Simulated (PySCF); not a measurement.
Br₂ClIn. Atoms are numbered in the order given.

```xyz
4

In     0.0000     0.0000    -0.3324
Cl     0.0000     0.0000    -2.6755
Br     0.0000     2.1576     0.8825
Br     0.0000    -2.1576     0.8825
```

Geometry optimised at B3LYP-D3(BJ)/def2-SVP. The structure was generated by enumeration; whether it is a known compound was not checked. The def2 effective core potentials stand for the cores of In; spin–orbit coupling is left out.

All values below come from PBE/def2-TZVP in PySCF.

ESP charges are fitted to the potential on shells at 1.4 to 2.0 van der Waals radii. Atomic charges (e):

```csv
atom,Löwdin,ESP fit
In1,___,0.51
Cl2,___,-0.20
Br3,___,-0.16
Br4,___,-0.16
```

Q: Fill in the missing entries. (Estimate from the structure and the level; the computed values follow.)

A: 
- In1, Löwdin: -0.41
- Cl2, Löwdin: 0.12
- Br3, Löwdin: 0.15
- Br4, Löwdin: 0.15
